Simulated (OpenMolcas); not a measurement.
An OpenMolcas run meant for Ir5+ (ANO-RCC-VDZ, DKH2; inactive shells 1s 2s 2p 3s 3p 3d 4s 4p 4d 4f 5s 5p; intended active space 4 electrons in 5 orbitals (5d)). One step of its input:

```
&RASSCF
FileOrb=start.orb
Symmetry=1
Spin=5
nElAct=4 0 0
Inactive=15 19
Ras2=5 0
CIRoot=5 5 1
SDav=5
CIMx=300
Iter=72 100
PrWF=0.3
OrbListing=Nothing
MaxOrb=0
Atom
>>> COPY $Project.JobIph JOB001
```

Lines from the output:

```
--- SEWARD ---
Basis set label: IR.ANO-RCC...7S6P4D1F.

      Electronic valence basis set:
      ------------------
      Associated Effective Charge  77.000000 au
      Associated Actual Charge     77.000000 au
      Nuclear Model: Point charge

      Shell  nPrim  nBasis  Cartesian Spherical Contaminant
         s      24       7        X
         p      21       6        X
         d      15       4                 X
         f      11       1                 X
                  Relativistic Douglas-Kroll-Hess integrals:
                    - DKH order of Hamiltonian: 2
                    - DKH order of Properties : 0
                  Atomic mean-field integrals
--- RASSCF ---

 Nr of active orbitals     NAC=   5
 Spin degeneracy         ISPIN=   5
 There can be no such wave function.
 ************************************************
--- Stop Module: rasscf at  /rc=_RC_INPUT_ERROR_ ---
.####################.
.# User input error #.
.####################.
```

What is wrong with the input?

A keyword is misspelt. OpenMolcas reads the first four letters of a keyword, so the setting is refused or falls back to its default.
